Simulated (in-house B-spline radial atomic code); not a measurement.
A fraction x of an electron is removed from 4f in Pr V (Pr4+), starting from [Xe] 4f1 and keeping the highest spin. All numbers are computed (scalar-relativistic (X2C) BP86, spin-polarised, spherical fractional occupations; Fermi nucleus of rms radius 4.8919 fm) with an all-electron radial atomic-structure program (B-spline basis), not measured.

```json
{"x": "0", "E(x) - E(0) (eV)": "0.0000", "4f up level (eV)": "-49.075"}
{"x": "0.1", "E(x) - E(0) (eV)": "5.0060", "4f up level (eV)": "-51.049"}
{"x": "0.19", "E(x) - E(0) (eV)": "9.6811", "4f up level (eV)": "-52.843"}
{"x": "0.27", "E(x) - E(0) (eV)": "13.9728", "4f up level (eV)": "-54.452"}
{"x": "0.42", "E(x) - E(0) (eV)": "22.3687", "4f up level (eV)": "-57.502"}
{"x": "0.5", "E(x) - E(0) (eV)": "27.0345", "4f up level (eV)": "-59.146"}
{"x": "0.6", "E(x) - E(0) (eV)": "33.0526", "4f up level (eV)": "-61.219"}
{"x": "0.69", "E(x) - E(0) (eV)": "38.6470", "4f up level (eV)": "-63.101"}
{"x": "0.87", "E(x) - E(0) (eV)": "50.3471", "4f up level (eV)": "-66.910"}
{"x": "1", "E(x) - E(0) (eV)": "59.2264", "4f up level (eV)": "-"}
```

The exact functional would give a straight line between the two integer points. Deviations E(x) - E(0) - x[E(1) - E(0)], in eV: -0.917 at x = 0.1, -1.572 at x = 0.19, -2.018 at x = 0.27, -2.506 at x = 0.42, -2.579 at x = 0.5, -2.483 at x = 0.6, -2.219 at x = 0.69, -1.18 at x = 0.87.

The curve lies below the straight line by up to 2.579 eV (at x = 0.5): convex, the delocalisation error that favours fractional charges.

How well does Slater's transition state (minus the level at half occupation) give the ionisation energy?

It gives 59.146 eV against 59.226 eV from the two total energies; NIST lists 57.53 eV, ground level to ground level.
